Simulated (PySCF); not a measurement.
A survey of 19F NMR shifts

[PySCF: geometry: GFN2-xTB; NMR shieldings at PBE0/pcSseg-1/GIAO; averaged over atoms made equivalent by symmetry, fast rotation or ring inversion; one conformer; gas phase; relativity neglected]

Shieldings were converted by a linear fit to measured shifts: 19F: δ = 146.13 − 0.903σ +14.6 on sp3 carbon (rms 6.0 ppm, 223 shifts, 7.0 ppm with the 5 outliers that the fit left out vs CFCl3, solution or neat liquid). Occasional misses reach two or three times the rms, and more in compound classes unlike the fitted ones.

Problem. Give the 19F shifts of `F[C@@H]1C[C@]2(F)O[C@]2(F)[C@@H]1F`, `CC(=O)N/C(C)=C\F`, `O=C(F)[C@@H]1C[C@H]1C(F)(F)F`.

Solution. 
| compound | environment | δ (ppm) |
| --- | --- | --- |
| [F:1][C@@H:2]1[CH2:3][C@:4]2([F:5])[O:6][C@:7]2([F:8])[C@@H:9]1[F:10] | F5: fluorine on an sp3 carbon | -156.4 |
| [F:1][C@@H:2]1[CH2:3][C@:4]2([F:5])[O:6][C@:7]2([F:8])[C@@H:9]1[F:10] | F8: fluorine on an sp3 carbon | -165.7 |
| [F:1][C@@H:2]1[CH2:3][C@:4]2([F:5])[O:6][C@:7]2([F:8])[C@@H:9]1[F:10] | F1: fluorine on an sp3 carbon | -193.7 |
| [F:1][C@@H:2]1[CH2:3][C@:4]2([F:5])[O:6][C@:7]2([F:8])[C@@H:9]1[F:10] | F10: fluorine on an sp3 carbon | -225.2 |
| CC(=O)N/C(C)=C\F | vinylic fluorine | -164.4 |
| [O:1]=[C:2]([F:3])[C@@H:4]1[CH2:5][C@H:6]1[C:7]([F:8])([F:9])[F:10] | F3: fluorine bonded to C | 53.4 |
| [O:1]=[C:2]([F:3])[C@@H:4]1[CH2:5][C@H:6]1[C:7]([F:8])([F:9])[F:10] | F8/9/10: fluorine of a CF3 group (×3) | -70.3 |

Problem. Order these by 19F shift, lowest first.
A. Fc1ccc(F)cc1
B. CC(=O)N/C(C)=C\F
C. C#CCC#CC(F)F

Solution. B (-164.3 ppm, vinylic fluorine), A (-118.8 ppm, aryl fluorine), C (-106.2 ppm, fluorine of a CF2 group).
